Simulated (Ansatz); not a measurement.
Molecule: dibromo(dimethoxy)silane, C$_{2}$H$_{6}$Br$_{2}$O$_{2}$Si (charge 0, singlet). 
Structure (B3LYP-D3(BJ)/def2-TZVP (Ansatz, an electronic-structure program) minimum search):
```
Si
O 1 1.6110
C 2 1.4279 1 125.67
H 3 1.0881 2 107.30 1 -179.28
H 3 1.0912 4 109.48 2 120.08
H 3 1.0918 4 109.32 5 119.93
O 1 1.6175 2 109.89 3 -60.04
C 7 1.4245 1 126.95 2 178.59
H 8 1.0882 7 107.48 1 -179.37
H 8 1.0918 9 109.40 7 -120.20
H 8 1.0918 9 109.31 10 -119.74
Br 1 2.2107 2 107.54 3 178.86
Br 1 2.2334 2 110.63 3 59.93
```
Charge 0, spin multiplicity 1.

Dipole moments at this geometry, in debye (magnitudes).

```
level                 program  dipole (D)
--------------------  -------  ----------
r2SCANh/def2-TZVPD     Ansatz        2.10
CAM-B3LYP/def2-TZVPD   Ansatz        2.14
LC-wPBE/def2-TZVPD     Ansatz         [?]
wB97X-V/def2-TZVPD     Ansatz        2.14
CCSD(T)/def2-SVPD      Ansatz         [?]
```

**Question.** Complete the blanks.

**Answer.** 
- LC-wPBE/def2-TZVPD, dipole (D): 2.17
- CCSD(T)/def2-SVPD, dipole (D): 2.11
